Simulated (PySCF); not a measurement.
Task: What does the PBE0-D3(BJ)/def2-SVP structure of InChI=1S/C6H5ClSi/c7-8-6-4-2-1-3-5-6/h1-5H look like in three dimensions? (Triplet state.)

Result: 
```
atom  x, y, z in Å
Cl1    4.0289   -1.0600   -0.3214
Si2    2.7948    0.6058   -0.3826
C3     0.9786    0.3098   -0.1488
C4     0.0678    1.3830   -0.1517
C5    -1.2912    1.1491    0.0273
C6    -1.7661   -0.1511    0.2111
C7    -0.8684   -1.2195    0.2140
C8     0.4940   -0.9996    0.0361
H9     0.4213    2.4081   -0.2933
H10   -1.9878    1.9912    0.0242
H11   -2.8342   -0.3307    0.3522
H12   -1.2323   -2.2402    0.3570
H13    1.1860   -1.8451    0.0404
```

Any rigid rotation of these coordinates is as good. Atoms count from 1 in this order. The 6-membered ring C3–C4–C5–C6–C7–C8 has internal angles of 119.1° to 120.6°; it is planar, 0.00 Å rms from its mean plane, widest ring torsion 0°. The 8 heavy atoms lie in one plane (0.008 Å rms). C4 (carbon bonded to 2 C and H) is planar (angles 120.4°, 120.3° and 119.4°, sum 360.0°, 0.00 Å off the plane of its three neighbours). C6 (carbon bonded to 2 C and H) is planar (angles 120.2°, 120.2° and 119.6°, sum 360.0°, 0.00 Å off the plane of its three neighbours).

Bonds between heavy atoms (Å): Cl1–Si2 2.074, Si2–C3 1.855, C3–C4 1.408, C4–C5 1.391, C5–C6 1.396, C6–C7 1.396, C7–C8 1.392, C3–C8 1.408.

Level of theory: PySCF, PBE0-D3(BJ)/def2-SVP geometry optimisation, gas phase.

Point group: Cs (every atom within 0.08 Å of its image). PBE0-D3(BJ)/def2-SVP frequencies: not computed here. ⟨S²⟩ = 2.012 (exact for a triplet: 2.00). This triplet need not be the ground state; the singlet was not compared here. Torsions: Cl1–Si2–C3–C4 179°.

One conformer stands for the species.
